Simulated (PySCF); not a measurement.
C5H16N2Si2.
Geometry (PBE0-D3(BJ)/def2-SVP, Å), atoms numbered from 1 in this order:
```
atom  x, y, z in Å
C1     2.3876    1.2105   -0.9703
N2     1.8231   -0.0261   -0.4964
C3     2.7411   -1.1361   -0.5274
Si4    0.4606   -0.0481    0.5953
C5    -0.5461   -1.6534    0.3994
C6    -2.0451   -1.3199    0.4859
C7    -2.4292   -0.1744   -0.4631
Si8   -1.3329    1.3155   -0.0343
N9    -1.9649    2.1018    1.3854
H10    1.6226    2.0018   -0.9928
H11    3.2313    1.5757   -0.3473
H12    2.7733    1.0957   -2.0010
H13    2.2387   -2.0683   -0.2260
H14    3.1352   -1.2924   -1.5493
H15    3.6162   -0.9970    0.1420
H16    0.8497    0.1336    2.0434
H17   -0.3137   -2.0484   -0.6063
H18   -0.2665   -2.4328    1.1259
H19   -2.6496   -2.2199    0.2785
H20   -2.2938   -1.0186    1.5193
H21   -3.5025    0.0684   -0.3886
H22   -2.2407   -0.4658   -1.5121
H23   -1.1533    2.2107   -1.2306
H24   -2.8358    2.6203    1.3368
H25   -1.3166    2.5591    2.0164
```

Computed at PBE0/pcSseg-1 (PySCF, non-relativistic), with Q(14N) = 0.02044 b: N2, 14N (I = 1): χzz = -5.541 MHz, η = 0.339; N9, 14N (I = 1): χzz = -4.593 MHz, η = 0.296.

(1) Find the zero-field quadrupole resonance frequencies of 14N at N2.

(2) Find the zero-field quadrupole resonance frequencies of 14N at N9.

Results:

(1) From ν± = (3/4)|χ|(1 ± η/3) and ν0 = |χ|η/2: ν+ 4.625 MHz, ν− 3.685 MHz, ν0 0.940 MHz (silicon-bound nitrogen).

(2) From ν± = (3/4)|χ|(1 ± η/3) and ν0 = |χ|η/2: ν+ 3.784 MHz, ν− 3.105 MHz, ν0 0.679 MHz (silicon-bound nitrogen).

In a crystal, neighbours and librations shift these lines. Geometry: PBE0-D3(BJ)/def2-SVP, one conformer, isolated molecule. The small basis limits the accuracy of the gradients.
